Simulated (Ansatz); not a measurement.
Mulliken charges of `[CH3][AlH][Br]` from PBE/def2-TZVPP in Ansatz (PBE0-D4/def2-TZVP geometry).

```json
{"atom": "C1", "x (Å)": "-0.752", "y (Å)": "0.493", "z (Å)": "-0.282", "charge (e)": "-0.424"}
{"atom": "Al2", "x (Å)": "0.888", "y (Å)": "-0.447", "z (Å)": "0.148", "charge (e)": "0.463"}
{"atom": "Br3", "x (Å)": "0.897", "y (Å)": "-1.945", "z (Å)": "1.848", "charge (e)": "-0.239"}
{"atom": "H4", "x (Å)": "-0.605", "y (Å)": "1.575", "z (Å)": "-0.197", "charge (e)": "0.101"}
{"atom": "H5", "x (Å)": "-1.582", "y (Å)": "0.208", "z (Å)": "0.366", "charge (e)": "0.110"}
{"atom": "H6", "x (Å)": "-1.044", "y (Å)": "0.299", "z (Å)": "-1.320", "charge (e)": "0.101"}
{"atom": "H7", "x (Å)": "2.260", "y (Å)": "-0.250", "z (Å)": "-0.608", "charge (e)": "-0.112"}
```

Question: By hand: the dipole of these point charges (1 e Å = 4.8032 D).

Answer: Σ q r = (-0.078, 0.289, -0.298) e Å, of length 0.422 e Å = 2.03 D.

Question: How does the dipole of the full density compare? (An estimate is asked.)

Answer: Computed: (-0.154, 0.255, -0.230) e Å, 1.81 D; the point charges give 1.12 times that, at 14° from its direction.

Point charges leave out the atoms' own dipoles, such as those of lone pairs, and Mulliken's split depends on the basis, so the close match here is no proof of good charges.
